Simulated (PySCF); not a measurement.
# Stretching LiBe

Set-up: Li def2-SVPD, Be def2-SVPD; no relativity (PySCF 2.14). Energies in eV from Li + Be in their ground configurations at the same level. State: ²Σ⁺ (doublet), unpaired electrons σ ↑.

All columns are PBE0. A positive dipole means Li(−)Be(+).

| R (Å) | E (eV) | μ (D) | Mulliken charge on Li (basis-dependent) | HOMO (eV) | LUMO (eV) | Mayer bond order | ⟨S²⟩ |
| --- | --- | --- | --- | --- | --- | --- | --- |
| 2.236 | -0.382 | -3.51 | 0.16 | -3.53 | -1.54 | 0.92 | 0.77 |
| 2.340 | -0.479 | -3.46 | 0.16 | -3.57 | -1.50 | 0.90 | 0.77 |
| 2.444 | -0.532 | -3.39 | 0.16 | -3.60 | -1.48 | 0.86 | 0.77 |
| 2.522 | -0.551 | -3.33 | 0.16 | -3.63 | -1.50 | 0.84 | 0.77 |
| 2.600 | -0.556 | -3.25 | 0.16 | -3.65 | -1.52 | 0.81 | 0.77 |
| 2.678 | -0.550 | -3.17 | 0.16 | -3.67 | -1.53 | 0.78 | 0.77 |
| 2.782 | -0.530 | -3.05 | 0.16 | -3.69 | -1.55 | 0.74 | 0.78 |
| 2.912 | -0.492 | -2.89 | 0.16 | -3.72 | -1.57 | 0.68 | 0.78 |
| 3.068 | -0.436 | -2.69 | 0.16 | -3.75 | -1.60 | 0.61 | 0.78 |
| 3.276 | -0.358 | -2.41 | 0.14 | -3.78 | -1.62 | 0.52 | 0.78 |

A fit through these points gives, at Re = 2.593 Å, μ = -3.26 D and dμ/dR = 0.996 D/Å; the reduced mass is 3.945 u.

Q: How strong is the fundamental in the double-harmonic approximation, I = 42.26·(dμ/dR)²/μred km/mol?

A: I = 42.26·(0.996)²/3.945 = 10.6 km/mol at PBE0.

The state was picked by a PBE0 search and need not be the measured ground state.
